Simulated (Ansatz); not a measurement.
Input for Ansatz (development build ahead of 0.2.0):

```yaml
crystal:
  periodic: [false, false, false]
  atoms:
    - { symbol: H, position_ang: [1.84, 0.0, 0.0] }
    - { symbol: H, position_ang: [1.48859, 1.08152, 0.0] }
    - { symbol: H, position_ang: [0.56859, 1.74994, 0.0] }
    - { symbol: H, position_ang: [-0.56859, 1.74994, 0.0] }
    - { symbol: H, position_ang: [-1.48859, 1.08152, 0.0] }
    - { symbol: H, position_ang: [-1.84, 0.0, 0.0] }
    - { symbol: H, position_ang: [-1.48859, -1.08152, 0.0] }
    - { symbol: H, position_ang: [-0.56859, -1.74994, 0.0] }
    - { symbol: H, position_ang: [0.56859, -1.74994, 0.0] }
    - { symbol: H, position_ang: [1.48859, -1.08152, 0.0] }
basis:
  gaussian: { orbitals: def2-SVP }
total_charge: 1
magnetization:
  spin_polarized: true
  initial_magnetization: 1
hamiltonian:
  xc: hf
correlation:
  method: mp2
  frozen_orbitals: { H: 0 }
output:
  forces: true
```

The input is written out in the form of the current development build from the run's settings.

Output:

- Converged: yes
- Reference energy: -4.98362 hartree
- Correlation energy: -0.15885 hartree
- Total energy: -5.14247 hartree
- Spin squared of the determinant: 0.880
- Stability test: minimum

Forces (eV/Å):
```tsv
atom	Fx	Fy	Fz
H1	-0.851	-1.482	0.000
H2	-0.901	-0.655	0.000
H3	-1.673	-0.351	0.000
H4	2.593	-0.223	0.000
H5	-0.589	-2.535	0.000
H6	0.851	1.482	0.000
H7	0.901	0.655	0.000
H8	1.673	0.351	0.000
H9	-2.593	0.223	0.000
H10	0.589	2.535	0.000
```

Caution: bonds are stretched, where a single reference can fail; the unrestricted determinant is spin contaminated; the charge can sit on one fragment and break the point group; the determinant breaks the point group.
